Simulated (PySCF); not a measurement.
Compound: C3H7ClOSi.
Numbering: `[CH3:1]/[CH:2]=[C:3](/[Cl:4])[O:5][SiH3:6]` (hydrogens: H7, H8, H9 on C1; H10 on C2; H11, H12, H13 on Si6)

The same species was optimised twice, with GFN2-xTB and with PBE0-D3(BJ)/def2-SVP (PySCF), and the same property calculations (PySCF, gas phase) were run on both structures.

```json
{"coordinate": "O5–Si6 (Å)", "GFN2-xTB": "1.642", "PBE0-D3(BJ)/def2-SVP": "1.691", "change": "+0.049"}
{"coordinate": "C3–Cl4 (Å)", "GFN2-xTB": "1.743", "PBE0-D3(BJ)/def2-SVP": "1.753", "change": "+0.010"}
{"coordinate": "C3–O5 (Å)", "GFN2-xTB": "1.325", "PBE0-D3(BJ)/def2-SVP": "1.335", "change": "+0.010"}
{"coordinate": "C2=C3 (Å)", "GFN2-xTB": "1.327", "PBE0-D3(BJ)/def2-SVP": "1.336", "change": "+0.009"}
{"coordinate": "C1–C2 (Å)", "GFN2-xTB": "1.494", "PBE0-D3(BJ)/def2-SVP": "1.491", "change": "-0.003"}
{"coordinate": "C3–O5–Si6 (°)", "GFN2-xTB": "131.0", "PBE0-D3(BJ)/def2-SVP": "129.5", "change": "-1.5"}
{"coordinate": "C2–C3–Cl4 (°)", "GFN2-xTB": "120.0", "PBE0-D3(BJ)/def2-SVP": "120.9", "change": "+0.9"}
{"coordinate": "C2–C3–O5 (°)", "GFN2-xTB": "125.0", "PBE0-D3(BJ)/def2-SVP": "124.4", "change": "-0.6"}
{"coordinate": "Cl4–C3–O5 (°)", "GFN2-xTB": "115.0", "PBE0-D3(BJ)/def2-SVP": "114.6", "change": "-0.4"}
{"coordinate": "C1–C2–C3 (°)", "GFN2-xTB": "123.2", "PBE0-D3(BJ)/def2-SVP": "123.5", "change": "+0.3"}
{"coordinate": "C2–C3–O5–Si6 (°)", "GFN2-xTB": "180", "PBE0-D3(BJ)/def2-SVP": "180", "change": "0"}
```

Rotational constants: A = 2836, B = 1772, C = 1112 MHz (GFN2-xTB) against A = 2843, B = 1719, C = 1092 MHz (PBE0-D3(BJ)/def2-SVP). Point groups within 0.08 Å: Cs and Cs.

On the GFN2-xTB structure: HOMO (eV) -6.57 [PBE0/pcSseg-1]; LUMO (eV) 0.13 [PBE0/pcSseg-1]; dipole (D) 0.85 [PBE0/pcSseg-1]; GIAO shielding of C1 (ppm) 172.4 [PBE0/pcSseg-1]; GIAO shielding of C2 (ppm) 79.6 [PBE0/pcSseg-1]; GIAO shielding of C3 (ppm) 40.4 [PBE0/pcSseg-1]; GIAO shielding of Cl4 (ppm) 692.8 [PBE0/pcSseg-1]; GIAO shielding of O5 (ppm) 222.6 [PBE0/pcSseg-1]; GIAO shielding of Si6 (ppm) 389.6 [PBE0/pcSseg-1].

**Question.** What do these properties become on the PBE0-D3(BJ)/def2-SVP structure?

**Answer.** 
| property | level | on GFN2-xTB | on PBE0-D3(BJ)/def2-SVP | change |
| --- | --- | --- | --- | --- |
| HOMO (eV) | PBE0/pcSseg-1 | -6.57 | -6.58 | -0.01 |
| LUMO (eV) | PBE0/pcSseg-1 | 0.13 | 0.11 | -0.02 |
| dipole (D) | PBE0/pcSseg-1 | 0.85 | 0.80 | -0.05 |
| energy, GFN2-xTB geometry as zero (kcal/mol) | PBE0/pcSseg-1 | 0.0 | -2.3 | -2.3 |
| GIAO shielding of C1 (ppm) | PBE0/pcSseg-1 | 172.4 | 170.9 | -1.5 |
| GIAO shielding of C2 (ppm) | PBE0/pcSseg-1 | 79.6 | 78.4 | -1.2 |
| GIAO shielding of C3 (ppm) | PBE0/pcSseg-1 | 40.4 | 36.2 | -4.2 |
| GIAO shielding of Cl4 (ppm) | PBE0/pcSseg-1 | 692.8 | 673.0 | -19.8 |
| GIAO shielding of O5 (ppm) | PBE0/pcSseg-1 | 222.6 | 213.6 | -9.0 |
| GIAO shielding of Si6 (ppm) | PBE0/pcSseg-1 | 389.6 | 386.1 | -3.5 |

The heavy atoms differ by 0.023 Å rms after alignment. Among bonds between heavy atoms O5–Si6 changes most (+0.049 Å). Changes are differences of the printed values. Neither structure is proved a minimum here.

Conformer computed: `[CH3:1]/[CH:2]=[C:3](/[Cl:4])[O:5][SiH3:6]`: C2–C3–O5–Si6 180°.
